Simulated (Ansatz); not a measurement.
`[CH3][GeH]([F])[F]` + CH₃NH₂ → `C[NH][GeH]([F])[F]` + CH₄  (ligand exchange at a Ge–C bond)

Isolated molecules relaxed with PBE0-D4/def2-TZVP in Ansatz; ΔE leaves out vibrations. CCSD(T)/CBS is the MP2 limit (def2-TZVPP, def2-QZVPP) plus CCSD(T) − MP2 in def2-TZVPP, frozen cores. This one scheme is used for every species. Functionals use def2-TZVPP. For Ge outer-core shells are correlated without core-valence functions, which leaves a few kJ/mol of doubt a bond. Scalar relativity is left out up to krypton. One conformer a species, not always the lowest.

`[CH3][GeH]([F])[F]`:

Cartesian coordinates in Å:
```
C 0.398 0.194 -0.962
Ge -0.403 -0.074 0.765
F 0.822 0.117 1.972
F -0.878 -1.733 0.897
H -0.336 0.008 -1.748
H 0.767 1.216 -1.049
H 1.230 -0.500 -1.077
H -1.601 0.772 1.203
```

CH₃NH₂:

Z-matrix (Å, degrees):
```
C
N 1 1.453
H 1 1.092 2 109.4
H 1 1.100 2 115.4 3 -121.6
H 1 1.092 2 109.4 3 116.8
H 2 1.012 1 110.6 3 62.6
H 2 1.012 1 110.6 3 -179.3
```

`C[NH][GeH]([F])[F]`:

```xyz
10

C    -0.604   -0.926   -0.895
N     0.489   -0.030   -0.559
Ge    0.472    0.974    0.924
F    -1.017    1.842    0.913
F     0.329    0.041    2.377
H    -0.547   -1.895   -0.388
H    -0.627   -1.099   -1.973
H    -1.552   -0.459   -0.623
H     1.396   -0.365   -0.846
H     1.660    1.916    1.070
```

CH₄:

Cartesian coordinates in Å:
```
C 0.000 0.000 0.000
H 0.481 0.161 -0.965
H 0.514 0.583 0.764
H 0.048 -1.058 0.258
H -1.042 0.313 -0.057
```

Task: Is it downhill or uphill in electronic energy at CCSD(T)/CBS, and by how much? (Best estimate.)

Result: Ansatz gave: Downhill: ΔE = -6.9 kcal/mol.

Task: What do these levels give: PBE0-D4, r2SCAN0-D4, CCSD(T)/def2-SVP, HF/def2-TZVPP, SCS-MP2/def2-TZVPP, CCSD/def2-TZVPP? (An estimate is asked.)

Result: The calculation gave: PBE0-D4 -6.2, r2SCAN0-D4 -6.9, CCSD(T)/def2-SVP -9.9, HF/def2-TZVPP -7.7, SCS-MP2/def2-TZVPP -7.9, CCSD/def2-TZVPP -7.2 kcal/mol.

Largest T1 diagnostic among the species: 0.012.

The D4 term adds −1.0 kcal/mol with B3LYP and −0.6 kcal/mol with PBE0; it sums over pairs of atoms, weighted by their polarisabilities, and B3LYP, whose exchange is more repulsive, gets the larger term. At CCSD(T), def2-SVP lies −2.9 kcal/mol from the extrapolated value and def2-TZVPP −0.4 kcal/mol. From BLYP to BHLYP (50 % exact exchange), in def2-TZVPP and without D4, ΔE moves by −0.9 kcal/mol.

B3LYP here is the variant with VWN-RPA as its local correlation; programs differ in this.
